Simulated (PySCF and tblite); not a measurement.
4 diastereomers of C₇H₈FN, numbered alike:

| isomer | SMILES | descriptors (one enantiomer) |
| --- | --- | --- |
| A | [N:1]#[C:2][C@@H:3]1[C@H:4]2[CH2:5][C@H:6]([F:7])[C@@H:8]1[CH2:9]2 | 3R, 4R, 6S, 8R |
| B | [N:1]#[C:2][C@H:3]1[C@H:4]2[CH2:5][C@@H:6]([F:7])[C@@H:8]1[CH2:9]2 | 3S, 4R, 6R, 8R |
| C | [N:1]#[C:2][C@@H:3]1[C@H:4]2[CH2:5][C@@H:6]([F:7])[C@@H:8]1[CH2:9]2 | 3R, 4R, 6R, 8R |
| D | [N:1]#[C:2][C@H:3]1[C@H:4]2[CH2:5][C@H:6]([F:7])[C@@H:8]1[CH2:9]2 | 3S, 4R, 6S, 8R |

Computed spectrum of one of them (conformer average at 298.15 K; GFN1-xTB geometries, energies revPBE/6-31+G* (IEF-PCM, acetonitrile) (D3(BJ) added where defined), GIAO shieldings mPW1PW91/pcSseg-1 (IEF-PCM, acetonitrile), fitting basis def2-universal-jkfit; references on GFN2-xTB geometries), in ppm: ¹H (against TMS): 5.74 (1H), 3.08 (1H), 2.88 (1H), 2.84 (1H), 2.55 (1H), 2.47 (1H), 1.95 (1H), 1.35 (1H). ¹³C (against TMS): 133.4 (1C), 97.1 (1C), 53.9 (1C), 47.8 (1C), 41.6 (1C), 39.8 (1C), 37.4 (1C). Of the H, only those on carbon are given.

Which isomer is it?

C. After a straight-line scaling (slope 0.85 to 1.15) of computed carbon shifts, the largest errors are A 5.5 ppm (at 97.1), B 7.0 ppm (at 97.1), C 5.5 ppm (at 97.1), D 7.5 ppm (at 97.1). Assigned: ¹H (against TMS): 5.74 (H6, 1H), 3.08 (H8, 1H), 2.88 (H3, 1H), 2.84 (H4, 1H), 2.55 (H9a, 1H), 2.47 (H5a, 1H), 1.95 (H5b, 1H), 1.35 (H9b, 1H). ¹³C (against TMS): 133.4 (C2), 97.1 (C6), 53.9 (C8), 47.8 (C4), 41.6 (C5), 39.8 (C9), 37.4 (C3). For comparison, at another level (GFN2-xTB geometries, energies PBE0/def2-SVP (IEF-PCM, acetonitrile) (D3(BJ) added where defined), GIAO shieldings WP04/pcSseg-1 (IEF-PCM, acetonitrile)) the isomers give: A: ¹H (against TMS): 5.41 (H6, 1H), 2.98 (H8, 1H), 2.79 (H4, 1H), 2.45 (H9a, 1H), 2.33 (H3, 1H), 2.32 (H5a, 1H), 1.99 (H5b, 1H), 1.80 (H9b, 1H). ¹³C (against TMS): 127.3 (C2), 101.0 (C6), 54.2 (C8), 49.1 (C4), 41.8 (C5), 38.7 (C9), 38.3 (C3). B: ¹H (against TMS): 5.46 (H6, 1H), 3.07 (H8, 1H), 2.91 (H3, 1H), 2.81 (H4, 1H), 2.45 (H5a, 1H), 2.30 (H5b, 1H), 1.79 (H9a, 1H), 1.07 (H9b, 1H). ¹³C (against TMS): 125.4 (C2), 101.9 (C6), 56.0 (C8), 49.8 (C4), 40.7 (C5), 38.3 (C9), 34.8 (C3). C: ¹H (against TMS): 5.52 (H6, 1H), 3.01 (H8, 1H), 2.85 (H3, 1H), 2.75 (H4, 1H), 2.39 (H9a, 1H), 2.35 (H5a, 1H), 1.98 (H5b, 1H), 1.34 (H9b, 1H). ¹³C (against TMS): 128.3 (C2), 101.9 (C6), 55.5 (C8), 49.4 (C4), 42.1 (C5), 40.0 (C9), 37.5 (C3). D: ¹H (against TMS): 5.60 (H6, 1H), 3.00 (H8, 1H), 2.85 (H3, 1H), 2.81 (H4, 1H), 2.61 (H5a, 1H), 2.07 (H5b, 1H), 1.89 (H9a, 1H), 1.57 (H9b, 1H). ¹³C (against TMS): 124.4 (C2), 101.6 (C6), 54.2 (C8), 48.8 (C4), 40.7 (C5), 37.3 (C9), 35.9 (C3).

Shifts are unscaled: against experiment ¹³C can be off by 15 ppm or more and ¹H by 0.8 ppm.
